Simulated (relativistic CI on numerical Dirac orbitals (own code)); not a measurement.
**Spin-allowed bands of a d2 ion in an octahedral site, by hand**

Problem. Take Δ = 8600 cm⁻¹ and B = 700 cm⁻¹ for a d2 ion in an octahedral site. Calculate the three spin-allowed bands.

Working.
1. The terms of highest spin are 3F (energy 0) and 3P (15B = 10500 cm⁻¹). Here the F term splits into A2 at +1.2Δ = 10320, T2 at +0.2Δ = 1720 and T1 at −0.6Δ = -5160 cm⁻¹.
2. The two T1 states mix through the element 0.4Δ: H = [[-5160, 3440], [3440, 10500]], with roots ½(H₁₁ + H₂₂) ∓ ½√[(H₂₂ − H₁₁)² + 4H₁₂²] = ½(5340) ∓ ½(17105) = -5882 and 11222 cm⁻¹.
3. The ground term is 3T1 at -5882 cm⁻¹.
4. Bands: 3T2 7602 cm⁻¹ (1315 nm), 3A2 16202 cm⁻¹ (617 nm), 3T1(P) 17105 cm⁻¹ (585 nm).

Check. Exact diagonalisation of the whole d2 shell with these parameters gives 3T2 7602, 3A2 16202, 3T1 17105 cm⁻¹. The match is exact, since without spin-orbit coupling no other term has this spin. The ratio of the second band to the first, 2.131, depends on Δ/B = 12.3 alone, which is how a Tanabe-Sugano diagram is read.
